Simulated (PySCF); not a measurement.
B3LYP has the VWN-RPA correlation part, as in Gaussian. Delta-SCF ions had no search for a lower state. Excitations are Tamm–Dancoff values on a coarser integration grid. The basis has no diffuse functions, so Rydberg states are missing or too high.

# C$_{9}$H$_{7}$BFN, SMILES `Fc1nc2ccccc2c(c1)B` (charge 0, multiplicity 1)

Method: B3LYP-D3(BJ)/def2-TZVP // B3LYP-D3(BJ)/def2-SVP run with PySCF.

| Quantity | Result |
|---|---|
| HOMO | -6.93 eV |
| dipole moment | 2.44 D |
| HOMO–LUMO gap | 3.87 eV |
| LUMO | -3.06 eV |
| S1 excitation (TDA) | 3.36 eV |
| S1 oscillator strength | 0.060 |
| brightest of the four lowest singlets (TDA) | 3.82 eV |
| T1 excitation (TDA) | 2.63 eV |
| S1–T1 gap (TDA) | 0.73 eV |
| vertical ionisation energy (Delta-SCF) | 8.74 eV |
| total energy | -14336.29 eV |
| cost | around 25 core-minutes (rough) |

```xyz
19

B     -2.3475    -1.5151    -0.2768
C     -1.4650    -0.2598    -0.0538
C     -2.1056     0.9557     0.1544
C     -1.3257     2.1195     0.3619
F     -1.9783     3.2683     0.5588
N     -0.0348     2.1581     0.3757
C      0.6501     0.9951     0.1769
C      2.0683     1.0411     0.1932
C      2.8045    -0.1081    -0.0030
C      2.1510    -1.3442    -0.2224
C      0.7722    -1.4161    -0.2428
C     -0.0207    -0.2558    -0.0450
H     -1.8867    -2.6105    -0.4638
H     -3.5456    -1.3841    -0.2614
H     -3.1938     1.0345     0.1620
H      2.5398     2.0099     0.3650
H      3.8961    -0.0677     0.0102
H      2.7440    -2.2485    -0.3767
H      0.2777    -2.3724    -0.4123
```
Charge 0, spin multiplicity 1.
